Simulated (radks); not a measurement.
Task: Species: Ce10+. Configuration: [Kr] 4d10 5s2. Method: Dirac Kohn-Sham, PBE, spin-unpolarised, spherical densities, point nucleus; computed with a radial shooting solver on a logarithmic mesh with Libxc functionals. Some entries of the table are withheld. Estimate them.

orbital  occ.  eigenvalue (hartree)  <1/r> (bohr^-1)  <r^2> (bohr^2)
1s1/2       2             -1484.377            63.36       0.0008207
2s1/2       2             -242.3319            14.94         0.01300
2p1/2       2             -229.1071            14.92        0.009534
2p3/2       4             -212.6922            13.51         0.01079
3s1/2       2             -56.61625            5.392         0.08853
3p1/2       2             -51.01852            5.304             (1)
3p3/2       4             -47.78988            4.954             (2)
3d3/2       4             -38.00823            4.819         0.07445
3d5/2       6             -37.31491            4.730         0.07658
4s1/2       2             -15.79650            2.252          0.4506
4p1/2       2             -13.70388            2.153          0.4783
4p3/2       4             -12.99358            2.041          0.5164
4d3/2       4                   (3)            1.841          0.5951
4d5/2       6                   (4)            1.814          0.6089
5s1/2       2              -6.17672            1.019           1.975
5p1/2       0              -5.46643           0.9536           2.229
5p3/2       0              -5.29692           0.9187           2.366
6s1/2       0              -3.33073              (5)           6.069

Result: 
(1) 3p1/2 <r^2> (bohr^2): 0.08343
(2) 3p3/2 <r^2> (bohr^2): 0.09094
(3) 4d3/2 eigenvalue (hartree): -9.53929
(4) 4d5/2 eigenvalue (hartree): -9.41109
(5) 6s1/2 <1/r> (bohr^-1): 0.5836
